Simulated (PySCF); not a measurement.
Compound: C7H18Si2.
Atom-mapped SMILES: `[CH3:1][C:2]([CH3:3])([CH3:4])[C@H:5]1[CH2:6][CH2:7][SiH2:8][SiH2:9]1` (hydrogens: H10, H11, H12 on C1; H13, H14, H15 on C3; H16, H17, H18 on C4; H19 on C5; H20, H21 on C6; H22, H23 on C7; H24, H25 on Si8; H26, H27 on Si9)

Computed, not measured: PBE0-D3(BJ)/def2-SVP geometry optimisation, gas phase in PySCF.

Question: List the bond lengths, angles and torsions at this level.

Answer: 
```json
{"bond": "C1–C2, C2–C3, C2–C4", "length (pm)": "153.2"}
{"bond": "C2–C5", "length (pm)": "155.1"}
{"bond": "C5–C6", "length (pm)": "154.0"}
{"bond": "C6–C7", "length (pm)": "153.5"}
{"bond": "C7–Si8", "length (pm)": "190.7"}
{"bond": "Si8–Si9", "length (pm)": "234.0"}
{"bond": "C5–Si9", "length (pm)": "192.4"}
{"bond": "C1–H10 and 8 like bonds", "length (pm)": "110.1"}
{"bond": "C5–H19", "length (pm)": "110.9"}
{"bond": "C6–H20", "length (pm)": "110.3"}
{"bond": "C6–H21", "length (pm)": "110.5"}
{"bond": "C7–H22", "length (pm)": "110.4"}
{"bond": "C7–H23", "length (pm)": "110.1"}
{"bond": "Si8–H24", "length (pm)": "149.7"}
{"bond": "Si8–H25", "length (pm)": "149.6"}
{"bond": "Si9–H26", "length (pm)": "149.5"}
{"bond": "Si9–H27", "length (pm)": "149.8"}
```

Bonds in one row agree within 1 pm and their mean is given. A selection of angles:
```json
{"angle": "C1–C2–C3", "degrees": "108.1"}
{"angle": "C1–C2–C4", "degrees": "109.1"}
{"angle": "C1–C2–C5", "degrees": "110.0"}
{"angle": "C4–C2–C5", "degrees": "111.4"}
{"angle": "C2–C5–C6", "degrees": "115.6"}
{"angle": "C2–C5–Si9", "degrees": "116.9"}
{"angle": "C6–C5–Si9", "degrees": "107.4"}
{"angle": "C5–C6–C7", "degrees": "112.4"}
{"angle": "C6–C7–Si8", "degrees": "108.6"}
{"angle": "C7–Si8–Si9", "degrees": "93.0"}
{"angle": "C5–Si9–Si8", "degrees": "93.5"}
```

Dihedral angles: C1–C2–C5–C6 64° (synclinal); C2–C5–C6–C7 -174° (antiperiplanar); C5–C6–C7–Si8 -54° (synclinal); C6–C7–Si8–Si9 27° (synperiplanar); C7–Si8–Si9–C5 0° (synperiplanar); C2–C5–Si9–Si8 -159° (antiperiplanar).

Si9 (SiH2 silicon) has angles from 93.5° to 115.9°. The 5-membered ring C5–C6–C7–Si8–Si9 has internal angles of 93.0° to 112.4° (sum 515°, against 540° for a flat polygon); it is puckered, 0.21 Å rms from its mean plane, widest ring torsion 54°. Of the pairs four or more bonds apart, Si9···H15 is among the closest relative to their van der Waals radii: 2.80 Å, 85 % of the sum of Bondi's values. Si8 (SiH2 silicon) has angles from 93.0° to 117.0°. The C–C distances run from 1.531 Å (C2–C4, drawn single) to 1.551 Å (C2–C5, drawn single), a spread of 0.020 Å.

Point group: C1 (no symmetry element, even within 0.4 Å). No frequency check. One conformer, not necessarily the lowest.
